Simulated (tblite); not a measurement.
Compound: C7H11PS.
Numbering: `[CH3:1][CH2:2][P@@:3]1(=[S:4])[CH:5]=[CH:6][C:7]([CH3:8])=[CH:9]1` (hydrogens: H10, H11, H12 on C1; H13, H14 on C2; H15 on C5; H16 on C6; H17, H18, H19 on C8; H20 on C9)

Structure used (GFN2-xTB), in Å, numbered top down from 1:
```
atom  x, y, z in Å
C1     2.0653    0.8449   -0.9459
C2     2.2540   -0.4584   -0.1871
P3     0.7238   -1.0475    0.6663
S4     0.9520   -2.6734    1.7038
C5     0.0079    0.3727    1.5392
C6    -1.1615    0.6932    0.9752
C7    -1.5295   -0.0921   -0.2018
C8    -2.8091    0.1851   -0.9117
C9    -0.6248   -1.0263   -0.5384
H10    1.2907    0.7383   -1.7026
H11    1.7725    1.6449   -0.2692
H12    2.9936    1.1295   -1.4372
H13    2.5560   -1.2725   -0.8541
H14    3.0198   -0.3682    0.5900
H15    0.4302    0.8112    2.4272
H16   -1.8207    1.4690    1.3348
H17   -3.6453    0.0906   -0.2198
H18   -2.9555   -0.5039   -1.7393
H19   -2.8099    1.2055   -1.2951
H20   -0.7146   -1.7316   -1.3471
```

Calculated harmonic vibrations of the isolated species, GFN2-xTB (tblite), most abundant isotopes, no scaling. Against measured fundamentals such values can be off by several per cent, at times by over 20. One conformer, not necessarily the lowest.

Harmonic wavenumbers (cm⁻¹): 59.1, 68.0, 111.1, 127.1, 137.5, 158.8, 216.6, 251.1, 284.4, 326.2, 389.9, 425.3, 513.0, 574.0, 675.6, 713.4, 729.4, 751.1, 772.3, 791.4, 817.6, 885.7, 900.7, 969.4, 998.8, 1006.4, 1021.2, 1072.2, 1075.1, 1103.4, 1200.9, 1209.9, 1238.2, 1316.3, 1396.1, 1404.6, 1428.5, 1467.9, 1469.9, 1488.3, 1493.6, 1548.8, 1631.6, 2928.7, 2939.7, 3003.1, 3018.2, 3027.8, 3030.2, 3037.2, 3051.4, 3080.8, 3101.6, 3104.5.

A = 1572, B = 971.5, C = 754.8 MHz; mass 158.032 u (most abundant isotopes); point group C1, symmetry number 1.

Q: Zero-point energy?

A: ½Σν̃ = 34772 cm⁻¹ = 415.96 kJ/mol.

Q: What is S at 350 K and 1 bar for an ideal gas of classical rigid rotors and harmonic oscillators?

A: Translation 175.33, rotation 127.57, vibration 161.51: S = 464.4 J/(mol K).

Q: And Cp and H(350 K) − H(0)?

A: Cp = 197.75 J/(mol K), of which vibrations give 164.50 (their classical limit is 54 R = 449.0); H(350 K) − H(0) = 41.26 kJ/mol without the zero-point energy, 29.62 from vibrations.

Q: How do the functions run with temperature in this model?

A: 
```csv
T (K),S (J/(mol K)),Cp (J/(mol K)),H − H(0) (kJ/mol),G − H(0) (kJ/mol),ln q(vib)
150,340.2,108.8,10.68,-40.34,3.30
250,405.8,152.6,23.72,-77.73,6.31
298.15,434.6,174.6,31.60,-97.97,7.73
400,492.2,218.7,51.68,-145.20,10.69
600,594.4,285.5,102.54,-254.09,16.35
900,723.2,349.0,198.51,-452.39,24.25
```

q(vib) and H(0) count from the zero-point level.

Q: Blend soft modes into free rotors: weight 1/[1 + (100 cm⁻¹/ν̃)⁴] for the oscillator and the rest for a rotor with moment μB/(μ + B), μ = h/(8π²ν), B = 10⁻⁴⁴ kg m². What vibrational entropy results?

A: 150.66 J/(mol K) in place of 161.51, which changes −T·S at 350 K by +3.80 kJ/mol.

Q: What must be added to the electronic energy to get the Gibbs energy at 350 K and 1 bar?

A: ZPE + [H(350 K) − H(0)] − T·S = 415.96 + 41.26 − 162.54 = 294.68 kJ/mol.

Q: Which modes carry the vibrational entropy at 350 K?

A: 59.1 cm⁻¹: 20.10; 68.0 cm⁻¹: 18.94; 111.1 cm⁻¹: 14.90; 127.1 cm⁻¹: 13.81; 137.5 cm⁻¹: 13.17; 158.8 cm⁻¹: 12.01 J/(mol K); the other 48 give 68.58 together.

Hindered rotation and anharmonicity are outside this model. Other conformers, if any are populated, would add a mixing term that is left out. The structure is chiral; the term R ln 2 for an equal mix with its mirror image is left out.
